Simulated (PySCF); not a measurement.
Species: `C/C(F)=P\CC#N`. The columns A, B, C and D hold Mulliken, IAO, Hirshfeld and ESP-fitted charges (e) of one PBE0/pcSseg-1 density (PySCF), in a shuffled order. Coordinates in Å (GFN2-xTB); the density's dipole moment is (-1.44, -2.35, -1.47) D.

```tsv
atom	x	y	z	A	B	C	D
C1	-1.118	0.833	-0.500	-0.454	-0.122	-0.600	-0.265
C2	-1.109	0.218	0.854	+0.088	+0.058	+0.360	-0.036
F3	-2.126	0.651	1.637	-0.250	-0.073	-0.163	-0.260
P4	-0.087	-0.893	1.598	+0.303	+0.066	-0.236	+0.331
C5	1.135	-1.204	0.190	-0.479	-0.090	+0.137	-0.464
C6	1.834	-0.006	-0.163	+0.136	+0.077	+0.236	+0.054
N7	2.373	0.967	-0.429	-0.256	-0.226	-0.448	-0.248
H8	-2.087	1.299	-0.670	+0.177	+0.058	+0.191	+0.154
H9	-0.345	1.599	-0.584	+0.188	+0.058	+0.223	+0.185
H10	-0.936	0.091	-1.276	+0.163	+0.056	+0.190	+0.144
H11	0.613	-1.608	-0.682	+0.184	+0.065	+0.015	+0.199
H12	1.854	-1.947	0.544	+0.199	+0.072	+0.096	+0.207
```

Question: Which column most likely holds the ESP-fitted charges?

Answer: C. Σ q r misses the density's dipole by 0.08 D (C), 0.92 D (D), 1.57 D (A), 1.63 D (B). Charges fitted to the outside potential are the only set here that is tied to the molecule's multipoles.

Question: And the Hirshfeld charges?

Answer: B. The mean sizes are 0.085 e (B), 0.212 e (D), 0.240 e (A), 0.241 e (C), and Hirshfeld charges are commonly the smallest of these schemes.

As computed, A = IAO, B = Hirshfeld, C = ESP-fitted, D = Mulliken. Hydrogens on carbon: IAO +0.16 to +0.20, Hirshfeld +0.06 to +0.07, ESP-fitted +0.01 to +0.22, Mulliken +0.14 to +0.21 e.

The Hirshfeld scheme divides the density at each point in proportion to the densities of the neutral, spherically averaged free atoms. The IAO scheme counts the electrons in orthogonalised intrinsic atomic orbitals, a minimal basis polarised so that it spans the occupied orbitals exactly.

Isolated species at its GFN2-xTB geometry (one conformer only).

The values belong to the conformer `[CH3:1]/[C:2]([F:3])=[P:4]\[CH2:5][C:6]#[N:7]`: C2–P4–C5–C6 62°.
